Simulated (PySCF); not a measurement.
Work out the structure from these simulated measurements.

Formula: C6H10OSi2.

* Triplet: lowest triplet excitation (Tamm–Dancoff): 4.23 eV [TDA PBE0/def2-SVPD]
* Valence photoelectron: vertical ionisation energy: 8.94 eV [ΔSCF PBE0/def2-SVPD]
* UV, strongest line: among the 10 lowest singlet transitions: S7 at 6.79 eV (183 nm, f = 0.093) [TDDFT PBE0/def2-SVPD]
* 1H NMR: chemical shifts (computed TMS as zero) by class: 6.23 (1 H), 6.20 (1 H), 5.29 (1 H), 4.77 (3 H), 2.62 (1 H), 1.86 (1 H), 1.64 (1 H), 1.47 (1 H) ppm [GIAO PBE0/pcSseg-1]
* NMR, other nuclei: isotropic shieldings of nuclei other than C and H, by class: 309 (1 O), 332 (1 Si), 390 (1 Si) ppm [GIAO PBE0/pcSseg-1]
* 13C NMR: chemical shifts (computed TMS as zero) by class: 141.6 (1 C), 140.3 (1 C), 83.2 (1 C), 74.1 (1 C), 22.6 (1 C), 18.6 (1 C) ppm [GIAO PBE0/pcSseg-1]
* Rotational structure: rotational constants A, B, C: 2.063, 0.771, 0.714 GHz [PBE0-D3(BJ)/def2-SVP]
* UV, first state: lowest singlet excitation: 5.81 eV (213 nm, f = 0.008) [TDDFT PBE0/def2-SVPD]
* Polarisability: 119.1 au [PBE0/def2-SVPD]

The electronic properties come from PySCF, for the isolated species, density fitting. Levels stand in brackets. Geometry: PBE0-D3(BJ)/def2-SVP, one conformer, isolated molecule. NMR values are class means; diastereotopic atoms form classes of their own.

Problem. Give a SMILES that accounts for the data.

Solution. Numbering: `[CH:1]#[C:2][C@@H:3]1[CH:4]=[CH:5][CH2:6][Si@H:7]1[O:8][SiH3:9]`. Its formula, C6H10OSi2, gives 4 degrees of unsaturation: 1 ring and 3 π bonds in the structure found. 6 carbons fall into 6 classes; from least to most shielded: alkene CH carbon [C5] (141.6 ppm), alkene CH carbon [C4] (140.3 ppm), alkyne carbon [C2] (83.2 ppm), terminal alkyne carbon [C1] (74.1 ppm), ring sp3 carbon bound to silicon [C3] (22.6 ppm), ring sp3 carbon bound to silicon [C6] (18.6 ppm). Hydrogen classes from least to most shielded: 1 H on an alkene CH carbon, C5 (6.23 ppm), 1 H on an alkene CH carbon, C4 (6.20 ppm), 1 H on an oxygen-bound silicon, Si7 (5.29 ppm), 3 H on an oxygen-bound silicon, Si9 (4.77 ppm), 1 H on an sp3 carbon bound to silicon, C3 (2.62 ppm), 1 H on a terminal alkyne carbon, C1 (1.86 ppm), 1 H on an sp3 carbon bound to silicon, C6 (1.64 ppm), 1 H on an sp3 carbon bound to silicon, C6 (1.47 ppm). The other shieldings belong to: 309 ppm, siloxane oxygen [O8]; 332 ppm, oxygen-bound silicon [Si7]; 390 ppm, oxygen-bound silicon [Si9]. The first electron is taken from the HOMO, whose largest Löwdin shares are 0.31 on the terminal alkyne carbon, 0.25 on the alkyne carbon, 0.12 on an sp3 carbon bound to silicon and 0.07 on an oxygen-bound silicon. The optimised geometry has point group C1 and is an asymmetric top. Structure: `C#C[C@H]1[Si@@H](CC=C1)O[SiH3]`. Computed isomers that give other values at the same levels: `C#C[C@@H]1C=CC[Si@@H]1O[SiH3]` (rotational constant A: 1.541 GHz; this holds for the one conformer computed); `CC#C[SiH2]C#C[SiH2]OC` (13C chemical shifts (computed TMS as zero) by class: 116.1 (1 C), 115.4 (1 C), 114.7 (1 C), 77.6 (1 C), 53.0 (1 C), 6.0 (1 C) ppm); `C=CC1=C[SiH2]C=C[Si@@H]1O` (13C chemical shifts (computed TMS as zero) by class: 165.1 (1 C), 159.8 (1 C), 154.6 (1 C), 153.3 (1 C), 147.6 (1 C), 129.2 (1 C) ppm). The assignments are read from this structure; whether some other isomer fits the data as well wasn't checked. The mirror image fits equally.
